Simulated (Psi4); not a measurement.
H3O (SMILES [OH3+]), charge +1, singlet, at a GFN2-xTB geometry; HF/def2-TZVP run with Psi4 1.11.

The Psi4 input:
```
memory 2 GB

molecule mol {
1 1
O     0.070940    0.002888    0.031336
H    -0.025127    0.805022   -0.529842
H     0.027376   -0.824717   -0.498515
H    -0.569771   -0.003407    0.777672
}

set {
  basis def2-tzvp
  reference rhf
}

energy('scf')
print_variables()
```

What the program printed (banner, timings and long lists left out):

```
   => Loading Basis Set <=

    Name: DEF2-TZVP
    Role: ORBITAL
    Keyword: BASIS

         ---------------------------------------------------------
                                   SCF
               by Justin Turney, Rob Parrish, Andy Simmonett
                          and Daniel G. A. Smith
                              RHF Reference
         ---------------------------------------------------------

  ==> Geometry <==

    Molecular point group: c1
    Full point group: C1

    Geometry (in Angstrom), charge = 1, multiplicity = 1:

       Center              X                  Y                   Z               Mass
    ------------   -----------------  -----------------  -----------------  -----------------
         O            0.041351986842     0.001683348088     0.018266017208    15.994914619570
         H           -0.054715013158     0.803817348088    -0.542911982792     1.007825032230
         H           -0.002212013158    -0.825921651912    -0.511584982792     1.007825032230
         H           -0.599359013158    -0.004611651912     0.764602017208     1.007825032230

  Running in c1 symmetry.

  Rotational constants: A =     10.90263  B =     10.90262  C =      6.28875 [cm^-1]
  Rotational constants: A = 326852.50812  B = 326852.41250  C = 188532.01948 [MHz]
  Nuclear repulsion =   13.884761372656026

  Charge       = 1
  Multiplicity = 1
  Electrons    = 10
  Nalpha       = 5
  Nbeta        = 5

  ==> Algorithm <==

  SCF Algorithm Type is DF.
  DIIS enabled.
  MOM disabled.
  Fractional occupation disabled.
  Guess Type is SAD.
  Energy threshold   = 1.00e-06
  Density threshold  = 1.00e-06
  Integral threshold = 1.00e-12

  ==> Primary Basis <==

  Basis Set: DEF2-TZVP
    Blend: DEF2-TZVP
    Number of shells: 23
    Number of basis functions: 49
    Number of Cartesian functions: 54
    Spherical Harmonics?: true
    Max angular momentum: 3

   => Loading Basis Set <=

    Name: (DEF2-TZVP AUX)
    Role: JKFIT
    Keyword: DF_BASIS_SCF

  ==> Integral Setup <==

  SCF_SUBTYPE=INCORE selected. In-core MEM_DF algorithm will be used.
  Using in-core AOs.

  ==> MemDFJK: Density-Fitted J/K Matrices <==

    J tasked:                   Yes
    K tasked:                   Yes
    wK tasked:                   No
    Algorithm:                 Core
    Schwarz Cutoff:           1E-12
    Mask sparsity (%):       0.0000
    Fitting Condition:        1E-10

   => Auxiliary Basis Set <=

  Basis Set: (DEF2-TZVP AUX)
[...]
    Total      49      49
   -------------------------

  ==> Iterations <==

                           Total Energy        Delta E     RMS |[F,P]|

   @DF-RHF iter SAD:   -76.32355531343421   -7.63236e+01   0.00000e+00
   @DF-RHF iter   1:   -76.29736756856406    2.61877e-02   5.95826e-03 DIIS/ADIIS
   @DF-RHF iter   2:   -76.33354622643776   -3.61787e-02   2.33458e-03 DIIS/ADIIS
   @DF-RHF iter   3:   -76.33784609680757   -4.29987e-03   6.73213e-04 DIIS/ADIIS
   @DF-RHF iter   4:   -76.33840316906630   -5.57072e-04   1.20780e-04 DIIS/ADIIS
   @DF-RHF iter   5:   -76.33842133290895   -1.81638e-05   2.19652e-05 DIIS
   @DF-RHF iter   6:   -76.33842237489080   -1.04198e-06   3.01552e-06 DIIS
   @DF-RHF iter   7:   -76.33842239737196   -2.24812e-08   4.49146e-07 DIIS
  Energy and wave function converged.

  ==> Post-Iterations <==

    Orbital Energies [Eh]
    ---------------------

    Doubly Occupied:

[...]
    Virtual:

[...]
    Final Occupation by Irrep:
              A
    DOCC [     5 ]
    NA   [     5 ]
    NB   [     5 ]

  @DF-RHF Final Energy:   -76.33842239737196

   => Energetics <=

    Nuclear Repulsion Energy =             13.8847613726560262
    One-Electron Energy =                -128.4299712640751068
    Two-Electron Energy =                  38.2067874940471199
    Total Energy =                        -76.3384223973719571

Computation Completed

Properties will be evaluated at   0.000000,   0.000000,   0.000000 [a0]

Properties computed using the SCF density matrix

 Multipole Moments:

 ------------------------------------------------------------------------------------
     Multipole            Electronic (a.u.)      Nuclear  (a.u.)        Total (a.u.)
 ------------------------------------------------------------------------------------

 L = 1.  Multiply by 2.5417464519 to convert [e a0] to [Debye]
 Dipole X            :         -0.0217469           -0.6150494           -0.6367964
 Dipole Y            :         -0.0008854           -0.0250373           -0.0259227
 Dipole Z            :         -0.0096061           -0.2716799           -0.2812860
 Magnitude           :                                                    0.6966372

 ------------------------------------------------------------------------------------

  Variable Map:
  ----------------------------------------------------------------------------
[...]
  Array Variable Map:
  ----------------------------------------------------------------------------
[...]
[...]
```
